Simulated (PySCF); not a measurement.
Cost of response and excited-state runs on `CC[P@H](=S)CC(C)(C)C`, C₇H₁₇PS

Geometry:
```tsv
atom	x (Å)	y (Å)	z (Å)
C1	3.240	-0.994	-0.582
C2	2.708	0.419	-0.776
P3	1.284	0.748	0.356
S4	1.678	0.410	2.219
C5	-0.125	-0.111	-0.465
C6	-1.488	0.009	0.232
C7	-2.579	-0.364	-0.778
C8	-1.699	1.444	0.712
C9	-1.548	-0.947	1.423
H10	3.443	-1.166	0.475
H11	2.517	-1.736	-0.916
H12	4.162	-1.137	-1.140
H13	3.478	1.149	-0.506
H14	2.407	0.600	-1.811
H15	1.035	2.088	0.033
H16	0.157	-1.166	-0.546
H17	-0.177	0.306	-1.476
H18	-3.553	-0.358	-0.294
H19	-2.404	-1.359	-1.182
H20	-2.602	0.345	-1.604
H21	-2.686	1.555	1.156
H22	-1.615	2.148	-0.115
H23	-0.957	1.698	1.470
H24	-2.496	-0.842	1.944
H25	-1.453	-1.979	1.090
H26	-0.745	-0.735	2.123
```

PySCF with density fitting, on 1 thread of an AMD EPYC 9R45 96-Core, shared host. Command: `OMP_NUM_THREADS=1 python excited_run.py task.json out`

Task: How long does each of these runs take, and how much memory?
- vibronic structure, PBE0/pcseg-0; Tamm-Dancoff; grid level 3
- vibronic structure, PBE0/def2-SV(P); full response

Result: 
| run | level | basis functions | wall time | peak memory (GiB) |
| --- | --- | --- | --- | --- |
| vibronic structure | PBE0/pcseg-0 | 123 | 54 s | 1 |
| vibronic structure | PBE0/def2-SV(P) | 168 | 39 s | 1.1 |

Times from a shared host are rough.
